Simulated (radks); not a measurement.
Pm+, 60 electrons, occupied as [Xe] 4f5 6s1.

Calculated with a radial shooting solver on a logarithmic mesh with Libxc functionals: Dirac Kohn-Sham, BLYP, spin-unpolarised, spherical densities, finite nucleus; open shells fill j = l - 1/2 first; Fermi nuclear charge, rms radius 4.962 fm.

Energy parts (eV):
| part | energy |
|---|---|
| total | -272852.75 |
| kinetic | 295023.56 |
| electron-nucleus | -667211.99 |
| Hartree | 105603.41 |
| exchange-correlation | -6267.74 |

Orbitals (lengths in bohr, moments of r in powers of bohr):
\begin{tabular}{lrrrr}
orbital & occ. & eigenvalue (eV) & <1/r> & small-component weight \\ \hline
1s1/2 & 2 & -44985.66 & 67.42 & 5.13e-02 \\
2s1/2 & 2 & -7315.507 & 15.99 & 1.12e-02 \\
2p1/2 & 2 & -6928.787 & 15.97 & 1.13e-02 \\
2p3/2 & 4 & -6368.337 & 14.30 & 1.05e-02 \\
3s1/2 & 2 & -1599.209 & 5.803 & 3.50e-03 \\
3p1/2 & 2 & -1433.273 & 5.718 & 3.45e-03 \\
3p3/2 & 4 & -1320.602 & 5.296 & 3.24e-03 \\
3d3/2 & 4 & -1031.916 & 5.169 & 3.12e-03 \\
3d5/2 & 6 & -1007.494 & 5.063 & 3.06e-03 \\
4s1/2 & 2 & -322.2542 & 2.415 & 1.10e-03 \\
4p1/2 & 2 & -259.1335 & 2.309 & 1.03e-03 \\
4p3/2 & 4 & -234.5214 & 2.167 & 9.54e-04 \\
4d3/2 & 4 & -130.6843 & 1.947 & 7.97e-04 \\
4d5/2 & 6 & -126.3133 & 1.911 & 7.77e-04 \\
4f5/2 & 5 & -8.0613 & 1.309 & 4.03e-04 \\
4f7/2 & 0 & -7.5933 & 1.291 & 3.94e-04 \\
5s1/2 & 2 & -47.5964 & 0.9231 & 2.31e-04 \\
5p1/2 & 2 & -30.7432 & 0.8083 & 1.80e-04 \\
5p3/2 & 4 & -27.4612 & 0.7574 & 1.62e-04 \\
5d3/2 & 0 & -7.3019 & 0.4588 & 5.97e-05 \\
5d5/2 & 0 & -7.0879 & 0.4477 & 5.69e-05 \\
6s1/2 & 1 & -8.3280 & 0.3191 & 3.20e-05 \\
6p1/2 & 0 & -5.4706 & 0.2566 & 2.11e-05 \\
6p3/2 & 0 & -5.1573 & 0.2450 & 1.97e-05 \\
\end{tabular}

The highest occupied level is 4f5/2 at -8.061 eV. Summed over all electrons, <r^2> = 59.76 bohr^2, which gives a Langevin (diamagnetic) susceptibility term of -47.3 x 10^-6 cm^3/mol. The electron density at the nucleus is 4.929e+05 e/bohr^3.
